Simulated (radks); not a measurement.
The silver ion Ag+, configuration [Kr] 4d8 5p2 (not the ground configuration). Method: scalar-relativistic Kohn-Sham, r2SCAN, spin-polarised, spherical densities, finite nucleus; open shells are filled with parallel spins first (spin-orbit coupling, left out, can overturn this in heavy ions); meta-GGA in the generalised Kohn-Sham scheme; Fermi nuclear charge, rms radius 4.5454 fm; computed with a radial shooting solver on a logarithmic mesh with Libxc functionals.

Normalised radial functions P(r) = r R(r), r in bohr:

r	4d up
0.002556	0.0000
0.003409	0.0000
0.004584	0.0001
0.006114	0.0002
0.008154	0.0005
0.01096	0.0012
0.01462	0.0027
0.0195	0.0058
0.02622	0.0125
0.03497	0.0257
0.04702	0.0520
0.06271	0.0976
0.08364	0.1714
0.1125	0.2784
0.15	0.3958
0.2	0.4785
0.269	0.4469
0.3587	0.2321
0.4784	-0.1567
0.6433	-0.6118
0.8579	-0.9103
1.144	-0.9335
1.538	-0.7207
2.052	-0.4366
2.737	-0.2053
3.68	-0.0707
4.908	-0.0164
6.546	-0.0021
8.8	-0.0001

4d up: eigenvalue -27.100 eV, 1 radial node at r = 0.431 bohr, <r> = 1.27 bohr, 90 % of the charge inside 1.99 bohr.
